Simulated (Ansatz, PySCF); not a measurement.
C4H11NSi, SMILES CNC1([SiH3])CC1.

Geometry optimised at B3LYP-D3(BJ)/def2-SVP. This is a generated structure with no PubChem entry under its InChIKey; it may be hypothetical. One conformer was computed; it need not be the lowest.

Vertical ionisation energy (IE) and electron affinity (EA) in eV. Rows of orbital energies are one-electron estimates. Where ΔSCF, EOM or ADC give a negative EA the extra electron is unbound and the value depends on the basis.

```tsv
level	IE	EA
−ε(HOMO), −ε(LUMO), B3LYP/def2-TZVP (PySCF)	6.07	-0.49
−ε(HOMO), −ε(LUMO), PBE/def2-TZVP (PySCF)	4.97	0.11
ΔSCF, PBE0/def2-SVPD (Ansatz), final states of multiplicity 2 and 2	8.22	-1.64
ΔSCF, PBE/def2-SVPD (Ansatz), final states of multiplicity 2 and 2	8.03	-1.43
```

### Question
What vertical singlet–triplet gap does ΔSCF give with PBE0/def2-SVPD (Ansatz, an electronic-structure program) and with PBE/def2-SVPD (Ansatz)? (The exact figures need the calculation; the answer reports its results.)

### Answer
5.46 and 5.11 eV (triplet above singlet where positive).
